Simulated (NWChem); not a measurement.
System: SiH$_{2}$Cl, doublet; SMILES Cl[SiH2]

Here is an NWChem input.

```
start job
memory heap 200 mb stack 900 mb global 1100 mb
geometry units angstroms noautoz
  Si     0.129089     1.018967     0.000000
  Cl     0.002520    -1.060937     0.000000
  H     -0.548461     1.547888     1.240235
  H     -0.548461     1.547888    -1.240235
end
basis spherical
  * library def2-svpd
end
dft
  odft
  mult 2
  xc b3lyp
  iterations 200
  convergence diis 3
end
task dft gradient
```

Output (shortened):

```
             Northwest Computational Chemistry Package (NWChem) 7.3.0
             --------------------------------------------------------

 CS  symmetry detected

                             Geometry "geometry" -> ""
                             -------------------------

 Output coordinates in angstroms (scale by  1.889725989 to convert to a.u.)

  No.       Tag          Charge          X              Y              Z
 ---- ---------------- ---------- -------------- -------------- --------------
    1 Si                  14.0000     0.07595126    -1.04206369     0.00000000
    2 Cl                  17.0000     0.01000655     1.04064408     0.00000000
    3 H                    1.0000    -0.61671451    -1.55102886     1.24023500
    4 H                    1.0000    -0.61671451    -1.55102886    -1.24023500

 Effective nuclear repulsion energy (a.u.)      76.5918942548

      Symmetry information
      --------------------

 Group name             Cs
 Group number              2
 Group order               2
 No. of unique centers     3

                                 NWChem DFT Module
                                 -----------------

 Summary of "ao basis" -> "ao basis" (spherical)
 ------------------------------------------------------------------------------
       Tag                 Description            Shells   Functions and Types
 ---------------- ------------------------------  ------  ---------------------
 Si                        def2-svpd                10       24   5s3p2d
 Cl                        def2-svpd                11       27   5s4p2d
 H                         def2-svpd                 4        8   2s2p

      Symmetry analysis of basis
      --------------------------

        a'         44
        a"         23

            General Information
            -------------------
          SCF calculation type: DFT
          Wavefunction type:  spin polarized.
          No. of atoms     :     4
          No. of electrons :    33
           Alpha electrons :    17
            Beta electrons :    16
          Charge           :     0
          Spin multiplicity:     2
          Use of symmetry is: on ; symmetry adaption is: on
          Maximum number of iterations: 200
          AO basis - number of functions:    67
                     number of shells:    29
          Convergence on energy requested:  1.00D-06
          Convergence on density requested:  1.00D-05
          Convergence on gradient requested:  5.00D-04

              XC Information
              --------------
                         B3LYP Method XC Potential
                     Hartree-Fock (Exact) Exchange  0.200
                        Slater Exchange Functional  0.800 local
                    Becke 1988 Exchange Functional  0.720 non-local
              Lee-Yang-Parr Correlation Functional  0.810
                  VWN I RPA Correlation Functional  0.190 local

             Grid Information
             ----------------
          Grid used for XC integration:  medium
          Radial quadrature: Mura-Knowles
          Angular quadrature: Lebedev.
          Tag              B.-S. Rad. Rad. Pts. Rad. Cut. Ang. Pts.
          ---              ---------- --------- --------- ---------
          Si                  1.10       88          11.0       590
          Cl                  1.00       88          11.0       590
          H                   0.35       45          11.0       434
          Grid pruning is: on
          Number of quadrature shells:   221
          Spatial weights used:  Erf1

      Superposition of Atomic Density Guess
      -------------------------------------

 Sum of atomic energies:        -749.06702528

      Non-variational initial energy
      ------------------------------

 Total energy =    -749.349821
 1-e energy   =   -1188.598886
 2-e energy   =     362.657171
 HOMO         =      -0.138332
 LUMO         =       0.043965

   Symmetry analysis of molecular orbitals - initial alpha
   -------------------------------------------------------

  Numbering of irreducible representations:

     1 a'          2 a"

  Orbital symmetries:

     1 a'          2 a'          3 a'          4 a'          5 a"
     6 a'          7 a'          8 a"          9 a'         10 a'
    11 a'         12 a'         13 a'         14 a"         15 a'
    16 a"         17 a'         18 a'         19 a'         20 a'
    21 a"         22 a"         23 a'         24 a'         25 a'
    26 a"         27 a'

   Symmetry analysis of molecular orbitals - initial beta
   ------------------------------------------------------

  Numbering of irreducible representations:

     1 a'          2 a"

  Orbital symmetries:

     1 a'          2 a'          3 a'          4 a'          5 a"
     6 a'          7 a'          8 a"          9 a'         10 a'
    11 a'         12 a'         13 a'         14 a"         15 a'
    16 a"         17 a'         18 a'         19 a'         20 a'
    21 a"         22 a"         23 a'         24 a'         25 a'
    26 a"         27 a'

   convergence    iter        energy       DeltaE   RMS-Dens  Diis-err
 ---------------- ----- ----------------- --------- --------- ---------
 d= 0,ls=0.0,diis     1   -750.6560107630 -8.27D+02  7.84D-03  6.55D-02
                                                     5.65D-03  5.86D-02
  Resetting Diis
 d= 0,ls=0.0,diis     2   -750.6615329504 -5.52D-03  3.76D-03  3.93D-02
                                                     3.68D-03  3.90D-02
 d= 0,ls=0.0,diis     3   -750.6862372805 -2.47D-02  2.26D-03  5.43D-03
                                                     2.15D-03  5.18D-03
 d= 0,ls=0.0,diis     4   -750.6837141428  2.52D-03  1.29D-03  9.28D-03
                                                     1.29D-03  9.25D-03
 d= 0,ls=0.0,diis     5   -750.6895307948 -5.82D-03  7.57D-05  5.60D-06
                                                     5.43D-05  4.10D-06
 d= 0,ls=0.0,diis     6   -750.6895356803 -4.89D-06  1.97D-05  8.92D-07
                                                     1.61D-05  7.92D-07
 d= 0,ls=0.0,diis     7   -750.6895363976 -7.17D-07  6.36D-06  7.59D-08
                                                     9.30D-06  8.32D-08

         Total DFT energy =     -750.689536397613
      One electron energy =    -1189.483482294744
           Coulomb energy =      412.089546084839
    Exchange-Corr. energy =      -49.887494442529
 Nuclear repulsion energy =       76.591894254820

 Numeric. integr. density =       33.000004798067

                  Occupations of the irreducible representations
                  ----------------------------------------------

                     irrep           alpha         beta
                     --------     --------     --------
                     a'               13.0         12.0
                     a"                4.0          4.0

                    DFT Final Alpha Molecular Orbital Analysis
                    ------------------------------------------

 Vector   15  Occ=1.000000D+00  E=-3.574260D-01  Symmetry=a'
              MO Center=  7.6D-02,  7.5D-01, -4.6D-16, r^2= 1.7D+00
   Bfn.  Coefficient  Atom+Function         Bfn.  Coefficient  Atom+Function
  ----- ------------  ---------------      ----- ------------  ---------------
    36      0.544429  2 Cl px                33      0.437778  2 Cl px
    30      0.251729  2 Cl px                 9      0.135740  1 Si px
     4      0.135042  1 Si s                 37      0.128238  2 Cl py
    12      0.105473  1 Si px                34      0.103165  2 Cl py
     3      0.098863  1 Si s                  6     -0.071328  1 Si px

 Vector   16  Occ=1.000000D+00  E=-3.284789D-01  Symmetry=a"
              MO Center= -1.2D-01,  3.3D-01, -6.8D-16, r^2= 2.8D+00
   Bfn.  Coefficient  Atom+Function         Bfn.  Coefficient  Atom+Function
  ----- ------------  ---------------      ----- ------------  ---------------
    38      0.539728  2 Cl pz                35      0.422683  2 Cl pz
    32      0.242279  2 Cl pz                52     -0.196410  3 H  s
    60      0.196410  4 H  s                 14     -0.128899  1 Si pz
    11     -0.125177  1 Si pz                53     -0.078565  3 H  s
    61      0.078565  4 H  s                 41      0.073677  2 Cl pz

 Vector   17  Occ=1.000000D+00  E=-2.343549D-01  Symmetry=a'
              MO Center=  3.9D-01, -9.5D-01, -9.8D-15, r^2= 2.8D+00
   Bfn.  Coefficient  Atom+Function         Bfn.  Coefficient  Atom+Function
  ----- ------------  ---------------      ----- ------------  ---------------
    12      0.466221  1 Si px                 9      0.383626  1 Si px
     3      0.315320  1 Si s                 36     -0.264073  2 Cl px
     4      0.224331  1 Si s                  6     -0.193446  1 Si px
    33     -0.191058  2 Cl px                 2      0.169848  1 Si s
    52     -0.153686  3 H  s                 60     -0.153686  4 H  s

 Vector   18  Occ=0.000000D+00  E=-2.503071D-02  Symmetry=a'
              MO Center=  2.4D-02, -9.7D-01, -2.8D-13, r^2= 5.3D+00
   Bfn.  Coefficient  Atom+Function         Bfn.  Coefficient  Atom+Function
  ----- ------------  ---------------      ----- ------------  ---------------
     5      0.889571  1 Si s                 29     -0.783621  2 Cl s
     4     -0.747928  1 Si s                 28      0.355287  2 Cl s
    10     -0.298842  1 Si py                13     -0.288981  1 Si py
    24     -0.284275  1 Si d  2              37     -0.283731  2 Cl py
     3     -0.262370  1 Si s                 27      0.229958  2 Cl s

 Vector   19  Occ=0.000000D+00  E= 7.497098D-03  Symmetry=a'
              MO Center= -1.7D-02, -1.2D+00, -4.0D-13, r^2= 7.6D+00
   Bfn.  Coefficient  Atom+Function         Bfn.  Coefficient  Atom+Function
  ----- ------------  ---------------      ----- ------------  ---------------
     5     -2.683527  1 Si s                  4      2.482764  1 Si s
    12     -0.338547  1 Si px                53     -0.333099  3 H  s
    61     -0.333099  4 H  s                  3      0.286343  1 Si s
    13     -0.264903  1 Si py                 2      0.218810  1 Si s
    29      0.209484  2 Cl s                 22     -0.168729  1 Si d  0

 Vector   20  Occ=0.000000D+00  E= 2.570269D-02  Symmetry=a"
              MO Center=  2.9D-01, -9.6D-01,  6.4D-12, r^2= 4.6D+00
   Bfn.  Coefficient  Atom+Function         Bfn.  Coefficient  Atom+Function
  ----- ------------  ---------------      ----- ------------  ---------------
    23      0.593653  1 Si d  1              11     -0.273199  1 Si pz
    18      0.179173  1 Si d  1              52      0.160236  3 H  s
    60     -0.160236  4 H  s                 14     -0.157703  1 Si pz
    38      0.130304  2 Cl pz                 8      0.128700  1 Si pz
    48      0.128523  2 Cl d -1              58     -0.124956  3 H  py

                     DFT Final Beta Molecular Orbital Analysis
                     -----------------------------------------

 Vector   14  Occ=1.000000D+00  E=-3.858587D-01  Symmetry=a"
              MO Center= -2.5D-01, -6.4D-01,  2.4D-15, r^2= 2.9D+00
   Bfn.  Coefficient  Atom+Function         Bfn.  Coefficient  Atom+Function
  ----- ------------  ---------------      ----- ------------  ---------------
    38      0.302027  2 Cl pz                11      0.272168  1 Si pz
    52      0.260883  3 H  s                 60     -0.260883  4 H  s
    35      0.248342  2 Cl pz                14      0.229960  1 Si pz
     8     -0.153291  1 Si pz                32      0.143828  2 Cl pz
    53      0.068202  3 H  s                 61     -0.068202  4 H  s

 Vector   15  Occ=1.000000D+00  E=-3.462031D-01  Symmetry=a'
              MO Center=  4.1D-02,  8.6D-01,  3.1D-16, r^2= 1.5D+00
   Bfn.  Coefficient  Atom+Function         Bfn.  Coefficient  Atom+Function
  ----- ------------  ---------------      ----- ------------  ---------------
    36      0.576548  2 Cl px                33      0.454951  2 Cl px
    30      0.262563  2 Cl px                 9      0.086073  1 Si px
     4      0.084883  1 Si s                 37      0.081451  2 Cl py
    39      0.080997  2 Cl px                 3      0.079352  1 Si s
    34      0.064813  2 Cl py                12      0.055035  1 Si px

 Vector   16  Occ=1.000000D+00  E=-3.244948D-01  Symmetry=a"
              MO Center= -1.4D-01,  2.0D-01,  6.8D-16, r^2= 3.0D+00
   Bfn.  Coefficient  Atom+Function         Bfn.  Coefficient  Atom+Function
  ----- ------------  ---------------      ----- ------------  ---------------
    38      0.523321  2 Cl pz                35      0.407887  2 Cl pz
    32      0.233878  2 Cl pz                52     -0.209515  3 H  s
    60      0.209515  4 H  s                 11     -0.142630  1 Si pz
    14     -0.141210  1 Si pz                53     -0.085629  3 H  s
    61      0.085629  4 H  s                  8      0.077650  1 Si pz

 Vector   17  Occ=0.000000D+00  E=-1.224669D-01  Symmetry=a'
              MO Center=  4.1D-01, -1.1D+00, -2.4D-14, r^2= 2.9D+00
   Bfn.  Coefficient  Atom+Function         Bfn.  Coefficient  Atom+Function
  ----- ------------  ---------------      ----- ------------  ---------------
    12      0.468642  1 Si px                 9      0.336043  1 Si px
     3      0.327329  1 Si s                  5      0.229483  1 Si s
    36     -0.208342  2 Cl px                 2      0.191025  1 Si s
     6     -0.179419  1 Si px                33     -0.149007  2 Cl px
    52     -0.140474  3 H  s                 60     -0.140474  4 H  s

 Vector   18  Occ=0.000000D+00  E=-1.572154D-02  Symmetry=a'
              MO Center= -4.3D-02, -9.6D-01, -8.0D-14, r^2= 5.7D+00
   Bfn.  Coefficient  Atom+Function         Bfn.  Coefficient  Atom+Function
  ----- ------------  ---------------      ----- ------------  ---------------
     5      1.057086  1 Si s                 29     -0.892621  2 Cl s
     4     -0.882226  1 Si s                 28      0.360127  2 Cl s
    24     -0.290615  1 Si d  2              10     -0.280478  1 Si py
     3     -0.277844  1 Si s                 37     -0.261385  2 Cl py
    27      0.235041  2 Cl s                 13     -0.202241  1 Si py

 Vector   19  Occ=0.000000D+00  E= 1.178361D-02  Symmetry=a'
              MO Center= -5.3D-02, -1.1D+00,  7.3D-14, r^2= 7.9D+00
   Bfn.  Coefficient  Atom+Function         Bfn.  Coefficient  Atom+Function
  ----- ------------  ---------------      ----- ------------  ---------------
     5      2.701268  1 Si s                  4     -2.428809  1 Si s
    12      0.260603  1 Si px                53      0.258901  3 H  s
    61      0.258901  4 H  s                  3     -0.256600  1 Si s
    13      0.228676  1 Si py                 2     -0.211687  1 Si s
    22      0.187186  1 Si d  0              37     -0.144488  2 Cl py

   alpha - beta orbital overlaps
   -----------------------------

   alpha      1      2      3      4      5      6      7      8      9     10
    beta      1      2      3      4      6      5      7     10      8      9
 overlap   1.000  1.000  1.000  0.986  0.986  1.000  1.000  0.828  0.828  1.000

   alpha     11     12     13     14     15     16     17     18     19     20
    beta     11     12     13     14     15     16     17     18     19     20
 overlap   1.000  0.996  0.997  0.998  0.991  0.998  0.985  0.996  0.997  0.995

[...]

                         DFT ENERGY GRADIENTS

    atom               coordinates                        gradient
                 x          y          z           x          y          z
   1 Si      0.143527  -1.969215   0.000000    0.003565   0.009537   0.000000
   2 Cl      0.018910   1.966532   0.000000    0.000800  -0.004340   0.000000
   3 H      -1.165421  -2.931020   2.343704   -0.002182  -0.002598   0.003986
   4 H      -1.165421  -2.931020  -2.343704   -0.002182  -0.002598  -0.003986
```

Level: B3LYP/def2-SVPD, spin-unrestricted. In the optimisation the excess spin sits in a' (Cs, its own frame). The geometry was optimised at PBE-D3(BJ)/def2-SVP, spin-unrestricted. No stability test was run on the SCF state.
